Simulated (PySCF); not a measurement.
Simulation results for C2H7GeO, CH7BGeN, C2H8Ge2, GeH5N2Si and others

All values are calculated (PySCF 2.14.0). Calculation on a computer-drawn molecule: optimised geometry and harmonic frequencies of an isolated molecule of the commonest isotopes, restricted reference for singlets and unrestricted otherwise, frozen core in MP2; on germanium a core potential holds 10 electrons, which the energies leave out, and 3d is frozen in MP2 and coupled-cluster steps.

Common to all runs: method HF.

```yaml
- entry: 1
  formula: C2H7GeO
  start_structure:
    atoms_angstrom:
      - [C, -1.939, 1.0281, -1.0488]
      - [Ge, -2.7068, -0.6691, -0.2441]
      - [C, -2.6343, -0.6097, 1.6667]
      - [O, -1.5523, -0.7358, 2.4095]
      - [H, -1.9307, 0.8817, -2.2079]
      - [H, -2.5699, 1.8727, -0.8402]
      - [H, -0.8773, 1.2002, -0.8148]
      - [H, -1.8206, -1.7979, -0.7034]
      - [H, -4.0516, -0.8874, -0.6923]
      - [H, -3.4776, -0.2074, 2.2973]
      - [H, -0.8777, -1.1143, 1.8458]
  given:
    charge: 0
    multiplicity: 2
    basis: cc-pVDZ
    basis_and_core_potential_on_germanium: "cc-pVDZ-PP ECP10MDF"
    drawn_bonds_atom: [1, 2, 3, 1, 1, 1, 2, 2, 3, 4]
    drawn_bonds_other_atom: [2, 3, 4, 5, 6, 7, 8, 9, 10, 11]
    drawn_bonds_order: [1, 1, 1, 1, 1, 1, 1, 1, 1, 1]
  results:
    optimised_atom_element: [C, Ge, C, O, H, H, H, H, H, H, H]
    "optimised_atom_x [angstrom]": [-1.994, -2.624, -2.631, -1.533, -1.982, -2.653, -0.9844, -1.682, -4.045, -3.344, -0.9651]
    "optimised_atom_y [angstrom]": [1.029, -0.6259, -0.539, -0.8368, 0.9173, 1.86, 1.269, -1.785, -0.9464, 0.04913, -1.43]
    "optimised_atom_z [angstrom]": [-1.118, -0.2689, 1.674, 2.426, -2.205, -0.8608, -0.7794, -0.6504, -0.749, 2.241, 1.958]
    "modes_frequency [cm^-1]": [57.12, 143.9, 176.3, 250.5, 310.9, 470.2, 517.5, 601.0, 614.3, 740.0, 767.3, 918.8, 931.4, 946.7, 1249, 1325, 1375, 1515, 1558, 1559, 2179, 2215, 3179, 3270, 3272, 3315, 4144]
    "modes_reduced_mass [dalton]": [3.093, 1.063, 1.956, 3.154, 1.582, 1.34, 1.148, 2.101, 3.617, 1.266, 1.241, 1.172, 1.204, 1.028, 1.486, 2.425, 1.223, 1.317, 1.052, 1.053, 1.021, 1.018, 1.033, 1.104, 1.104, 1.087, 1.067]
    "rotational_constants [GHz]": [9.177, 2.672, 2.328]
    "total_energy [hartree]": -448.0018
    spin_squared: 0.7636
    "convergence_status_largest_gradient_component [hartree/bohr]": 2.469e-05
- entry: 2
  formula: CH7BGeN
  start_structure:
    atoms_angstrom:
      - [C, 1.1842, -0.6054, -0.2081]
      - [B, -0.0437, -0.9333, 0.3645]
      - [Ge, -1.6813, 0.1515, -0.114]
      - ["N", -2.8397, -0.8865, -0.855]
      - [H, 1.5595, 0.432, -0.5988]
      - [H, 2.0319, -1.2745, -0.4986]
      - [H, -0.2626, -1.7392, 1.1531]
      - [H, -1.5565, 1.2291, -1.2724]
      - [H, -2.3223, 0.9818, 1.0382]
      - [H, -3.7842, -0.527, -1.2095]
      - [H, -3.205, -1.7544, -0.2543]
  given:
    charge: 0
    multiplicity: 2
    basis: cc-pVDZ
    basis_and_core_potential_on_germanium: "cc-pVDZ-PP ECP10MDF"
    drawn_bonds_atom: [1, 2, 3, 1, 1, 2, 3, 3, 4, 4]
    drawn_bonds_other_atom: [2, 3, 4, 5, 6, 7, 8, 9, 10, 11]
    drawn_bonds_order: [1, 1, 1, 1, 1, 1, 1, 1, 1, 1]
  results:
    optimised_atom_element: [C, B, Ge, "N", H, H, H, H, H, H, H]
    "optimised_atom_x [angstrom]": [1.366, -0.05922, -1.752, -3.107, 1.583, 2.247, -0.2041, -1.538, -2.164, -3.967, -3.324]
    "optimised_atom_y [angstrom]": [-0.5129, -0.9679, 0.1775, -0.9502, 0.4144, -1.098, -2.02, 1.191, 0.9964, -0.4762, -1.68]
    "optimised_atom_z [angstrom]": [-0.1695, 0.1844, -0.2374, -0.8159, -0.6923, 0.08095, 0.7486, -1.374, 1.011, -1.032, -0.1582]
    "modes_frequency [cm^-1]": [47.29, 135.8, 197.0, 226.0, 258.0, 447.2, 551.1, 619.9, 682.2, 735.1, 755.1, 807.7, 869.9, 898.2, 963.7, 998.8, 1104, 1239, 1566, 1703, 2133, 2194, 2685, 3267, 3353, 3724, 3811]
    "modes_reduced_mass [dalton]": [2.587, 2.238, 1.055, 1.257, 2.574, 1.364, 2.341, 1.285, 3.029, 1.246, 1.142, 1.159, 1.512, 1.176, 1.039, 1.129, 1.981, 2.139, 1.192, 1.094, 1.021, 1.018, 1.093, 1.056, 1.113, 1.051, 1.093]
    "rotational_constants [GHz]": [11.71, 2.419, 2.143]
    "total_energy [hartree]": -414.4122
    spin_squared: 0.757
    "convergence_status_largest_gradient_component [hartree/bohr]": 3.594e-05
- entry: 3
  formula: C2H8Ge2
  start_structure:
    atoms_angstrom:
      - [C, -0.0827, 1.9562, 0.5701]
      - [C, 1.1796, 1.399, 1.0741]
      - [Ge, 1.6379, 1.1414, 2.7551]
      - [Ge, 2.0687, 0.3195, -0.3328]
      - [H, -0.8348, 1.159, 0.1371]
      - [H, -0.612, 2.4844, 1.3908]
      - [H, -0.0517, 2.6503, -0.1873]
      - [H, 3.1435, 1.1323, 3.0362]
      - [H, 1.1594, 2.3308, 3.6234]
      - [H, 3.3844, -0.2041, 0.2028]
      - [H, 1.2482, -0.8032, -0.8252]
      - [H, 2.4085, 1.2092, -1.5467]
  given:
    charge: 0
    multiplicity: 1
    basis: cc-pVDZ
    basis_and_core_potential_on_germanium: "cc-pVDZ-PP ECP10MDF"
    drawn_bonds_atom: [1, 2, 2, 1, 1, 1, 3, 3, 4, 4, 4]
    drawn_bonds_other_atom: [2, 3, 4, 5, 6, 7, 8, 9, 10, 11, 12]
    drawn_bonds_order: [1, 2, 1, 1, 1, 1, 1, 1, 1, 1, 1]
  results:
    optimised_atom_element: [C, C, Ge, Ge, H, H, H, H, H, H, H, H]
    "optimised_atom_x [angstrom]": [-0.1808, 1.143, 1.803, 2.121, -0.8821, -0.6649, -0.0462, 3.125, 1.086, 3.427, 1.271, 2.448]
    "optimised_atom_y [angstrom]": [1.95, 1.335, 1.507, 0.3257, 1.182, 2.497, 2.65, 0.895, 2.283, -0.2209, -0.8483, 1.219]
    "optimised_atom_z [angstrom]": [0.5866, 1.002, 2.638, -0.3467, 0.2452, 1.399, -0.245, 3.06, 3.734, 0.2409, -0.8609, -1.555]
    "modes_frequency [cm^-1]": [144.1, 154.0, 203.7, 235.8, 267.5, 425.1, 457.4, 487.6, 571.1, 659.0, 662.2, 896.5, 936.3, 945.0, 952.3, 976.1, 1120, 1190, 1260, 1518, 1579, 1594, 2180, 2200, 2222, 2261, 2290, 3150, 3206, 3232]
    "modes_reduced_mass [dalton]": [1.057, 6.304, 1.016, 2.821, 2.672, 3.326, 1.072, 1.049, 1.174, 1.181, 1.282, 1.571, 1.122, 1.24, 1.019, 1.04, 1.335, 2.615, 3.14, 1.205, 1.044, 1.054, 1.023, 1.021, 1.014, 1.021, 1.019, 1.036, 1.102, 1.103]
    "rotational_constants [GHz]": [4.867, 1.213, 0.9887]
    "total_energy [hartree]": -667.0712
    "convergence_status_largest_gradient_component [hartree/bohr]": 2.217e-05
- entry: 4
  formula: GeH5N2Si
  start_structure:
    atoms_angstrom:
      - ["N", 0.4899, 2.649, 0.7217]
      - [Si, 1.4291, 1.2721, 0.7236]
      - ["N", 0.9752, -0.0568, -0.0961]
      - [Ge, 0.5262, -1.5683, -0.8735]
      - [H, -0.4436, 2.6844, 0.2562]
      - [H, 0.7482, 3.5524, 1.1978]
      - [H, 2.7803, 1.4168, 1.4388]
      - [H, 0.9523, -1.7328, -2.2917]
      - [H, -0.1973, -2.6256, -0.0937]
  given:
    charge: 1
    multiplicity: 1
    basis: "cc-pV(D+d)Z"
    basis_and_core_potential_on_germanium: "cc-pVDZ-PP ECP10MDF"
    drawn_bonds_atom: [1, 2, 3, 1, 1, 2, 4, 4]
    drawn_bonds_other_atom: [2, 3, 4, 5, 6, 7, 8, 9]
    drawn_bonds_order: [1, 2, 1, 1, 1, 1, 1, 1]
  results:
    optimised_atom_element: ["N", Si, "N", Ge, H, H, H, H, H]
    "optimised_atom_x [angstrom]": [0.489, 1.387, 0.9386, 0.5795, -0.4126, 0.7993, 2.657, 0.9831, -0.161]
    "optimised_atom_y [angstrom]": [2.647, 1.271, -0.05853, -1.522, 2.76, 3.473, 1.38, -1.757, -2.602]
    "optimised_atom_z [angstrom]": [0.7266, 0.6632, -0.08503, -0.8377, 0.3, 1.207, 1.368, -2.274, -0.0848]
    "modes_frequency [cm^-1]": [96.4, 110.4, 152.4, 310.2, 461.3, 532.1, 554.3, 674.2, 683.5, 718.3, 805.9, 946.2, 978.6, 1047, 1445, 1677, 2337, 2348, 2461, 3765, 3866]
    "modes_reduced_mass [dalton]": [5.299, 3.344, 1.172, 4.308, 1.166, 7.054, 1.319, 1.152, 1.145, 1.074, 1.216, 1.032, 1.383, 3.719, 13.43, 1.135, 1.014, 1.027, 1.044, 1.051, 1.098]
    "rotational_constants [GHz]": [22.03, 1.236, 1.189]
    "total_energy [hartree]": -693.9175
    "convergence_status_largest_gradient_component [hartree/bohr]": 3.786e-05
- entry: 5
  formula: BGeH5NSi
  start_structure:
    atoms_angstrom:
      - [B, -1.9793, 1.3268, 1.6556]
      - [Ge, -0.5444, 0.9554, 3.0181]
      - ["N", 0.7037, -0.2914, 2.9054]
      - [Si, 1.1408, -1.6192, 2.0456]
      - [H, -2.6062, 2.2191, 1.8407]
      - [H, -2.0176, 0.6912, 0.7338]
      - [H, -0.078, 1.6651, 4.2717]
      - [H, 0.7329, -2.2034, 0.894]
      - [H, 2.3823, -2.2826, 2.6118]
  given:
    charge: 0
    multiplicity: 2
    basis: "cc-pV(D+d)Z"
    basis_and_core_potential_on_germanium: "cc-pVDZ-PP ECP10MDF"
    drawn_bonds_atom: [1, 2, 3, 1, 1, 2, 4, 4]
    drawn_bonds_other_atom: [2, 3, 4, 5, 6, 7, 8, 9]
    drawn_bonds_order: [1, 1, 2, 1, 1, 1, 1, 1]
  results:
    optimised_atom_element: [B, Ge, "N", Si, H, H, H, H, H]
    "optimised_atom_x [angstrom]": [-1.903, -0.592, 0.7203, 1.306, -2.706, -1.876, -0.5045, 0.5509, 2.738]
    "optimised_atom_y [angstrom]": [1.568, 0.8741, -0.2912, -1.68, 2.367, 1.195, 1.251, -2.94, -1.884]
    "optimised_atom_z [angstrom]": [1.609, 2.903, 2.551, 2.156, 2.0, 0.471, 4.383, 2.019, 1.886]
    "modes_frequency [cm^-1]": [36.38, 94.88, 144.7, 242.4, 266.5, 443.2, 498.1, 669.6, 681.5, 749.3, 755.3, 820.5, 853.7, 1093, 1222, 1408, 2228, 2342, 2369, 2677, 2775]
    "modes_reduced_mass [dalton]": [2.639, 3.351, 1.514, 1.355, 2.328, 1.031, 7.996, 2.765, 1.536, 1.261, 1.179, 1.23, 1.092, 1.055, 1.16, 13.95, 1.02, 1.045, 1.04, 1.048, 1.131]
    "rotational_constants [GHz]": [13.07, 1.623, 1.476]
    "total_energy [hartree]": -664.2833
    spin_squared: 0.7576
    "convergence_status_largest_gradient_component [hartree/bohr]": 9.085e-06
- entry: 6
  formula: ClGeO2
  start_structure:
    atoms_angstrom:
      - [O, 1.4288, 2.8297, 1.0022]
      - [Ge, 0.6554, 1.328, 0.5727]
      - [O, -0.8537, 0.872, 0.498]
      - [Cl, 2.0994, -0.2688, 0.1107]
  given:
    charge: -1
    multiplicity: 1
    basis: "aug-cc-pV(D+d)Z"
    basis_and_core_potential_on_germanium: "aug-cc-pVDZ-PP ECP10MDF"
    drawn_bonds_atom: [1, 2, 2]
    drawn_bonds_other_atom: [2, 3, 4]
    drawn_bonds_order: [2, 1, 1]
  results:
    optimised_atom_element: [O, Ge, O, Cl]
    "optimised_atom_x [angstrom]": [1.456, 0.6527, -0.8868, 2.108]
    "optimised_atom_y [angstrom]": [2.773, 1.392, 0.8393, -0.2442]
    "optimised_atom_z [angstrom]": [0.9794, 0.6067, 0.4832, 0.1143]
    "modes_frequency [cm^-1]": [215.9, 270.8, 303.8, 348.7, 914.0, 1021]
    "modes_reduced_mass [dalton]": [21.43, 23.68, 18.62, 40.54, 16.55, 20.43]
    "rotational_constants [GHz]": [6.669, 3.145, 2.137]
    "total_energy [hartree]": -902.7028
    "convergence_status_largest_gradient_component [hartree/bohr]": 8.775e-06
```
